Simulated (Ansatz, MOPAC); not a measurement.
System: PH (charge 0, triplet). SMILES: [PH]
Coordinates optimised at B3LYP-D3(BJ)/def2-TZVP (Ansatz, a first-principles code):
```xyz
2

P      0.0000     0.0000    -0.0893
H      0.0000     0.0000     1.3392
```
Charge 0, spin multiplicity 3.

Wanted: enthalpy of formation at 298 K, in kcal/mol. Terms: frozen cores in correlated levels; LANL2DZ with its own core potentials from Na on; non-relativistic; UHF or UKS for open shells; PM7 with its own dispersion and hydrogen-bond terms; no spin-orbit coupling; six Cartesian d functions in 6-31G* and its kin unless marked 5d. Basis-set limits of correlation are two-point, X^-3; Hartree-Fock from the larger set (for Q and 5 zeta extrapolated as (X+1)exp(-9√X)). First-principles rows: single points at B3LYP-D3(BJ) geometries (Ansatz), with unscaled harmonic terms from B3LYP/6-31G* at its own minima, enthalpies of formation by atomisation with measured atoms. Semi-empirical rows: MOPAC heats of formation at their own minima for 298 K.

Coupled cluster (Ansatz) is a level with limits of its own, used here on species with T1 under 0.025 (0.045 for open shells) and stable references: CCSD(T)/CBS(cc-pV(Q+d)Z,cc-pV(5+d)Z).

Value to compare with, CCSD(T)/CBS(cc-pV(Q+d)Z,cc-pV(5+d)Z) (Ansatz): 56.9 kcal/mol.

```json
[
 {"level": "AM1", "program": "MOPAC", "enthalpy of formation at 298 K (kcal/mol)": "55.7", "difference": "-1.2"},
 {"level": "PM7", "program": "MOPAC", "enthalpy of formation at 298 K (kcal/mol)": "62.7", "difference": "5.8"},
 {"level": "PBE/LANL2DZ", "program": "Ansatz", "enthalpy of formation at 298 K (kcal/mol)": "64.0", "difference": "7.1"},
 {"level": "PBE/def2-SVP", "program": "Ansatz", "enthalpy of formation at 298 K (kcal/mol)": "56.5", "difference": "-0.4"},
 {"level": "B3LYP/6-31G*", "program": "Ansatz", "enthalpy of formation at 298 K (kcal/mol)": "55.7", "difference": "-1.2"},
 {"level": "MP2/3-21G", "program": "Ansatz", "enthalpy of formation at 298 K (kcal/mol)": "83.4", "difference": "26.5"},
 {"level": "MP2/6-31G*", "program": "Ansatz", "enthalpy of formation at 298 K (kcal/mol)": "74.8", "difference": "17.9"},
 {"level": "r2SCAN-D4/def2-TZVPD", "program": "Ansatz + dftd4", "enthalpy of formation at 298 K (kcal/mol)": "54.9", "difference": "-2.0"}
]
```

Among the 7 habitual levels, MP2/3-21G lies farthest from CCSD(T)/CBS(cc-pV(Q+d)Z,cc-pV(5+d)Z) (Ansatz) (26.5 kcal/mol) and PBE/def2-SVP nearest (-0.4); 4 of 7 lie above it, and their mean absolute difference is 8.6 kcal/mol, the median 5.8. One case shows no general order.

The levels are drawn from those run, B3LYP/6-31G* more often than the rest, none by its result; runs whose electronic state is in doubt are left out.
